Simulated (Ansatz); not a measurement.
`O[SiH2][O][GeH3]` + `[NH2][GaH][OH]` → `[NH2][GaH][O][SiH2]O` + `[OH][GeH3]`  (ligand exchange at the Si–O bond)

Computed with Ansatz on PBE0-D4/def2-TZVP structures; ΔE is electronic, products minus reactants. CCSD(T)/CBS adds triple-zeta CCSD(T) − MP2 to the extrapolated MP2 energy (def2 sets, frozen cores). Functionals use def2-TZVPP. B3LYP here is the variant with VWN-RPA as its local correlation; programs differ in this. For Ga, Ge outer-core shells are correlated without core-valence functions, which leaves a few kJ/mol of doubt a bond. Scalar relativity is left out up to krypton. One conformer a species, not always the lowest.

Question: Is it downhill or uphill in electronic energy at CCSD(T)/CBS, and by how much? (Estimate.)

Answer: The calculation gave: Downhill: ΔE = -5.9 kJ/mol.

Question: What do these levels give: PBE, B3LYP, SCS-MP2/def2-TZVPP, CCSD/def2-TZVPP, MP2/CBS(def2), CCSD/CBS(def2)? (Best estimate.)

Answer: Ansatz gave: PBE -6.2, B3LYP -5.2, SCS-MP2/def2-TZVPP -6.4, CCSD/def2-TZVPP -6.8, MP2/CBS(def2) -5.4, CCSD/CBS(def2) -5.2 kJ/mol.

Largest T1 diagnostic among the species: 0.014.

The D4 term adds −3.8 kJ/mol with B3LYP and −2.1 kJ/mol with PBE0; it sums over pairs of atoms, weighted by their polarisabilities, and B3LYP, whose exchange is more repulsive, gets the larger term.
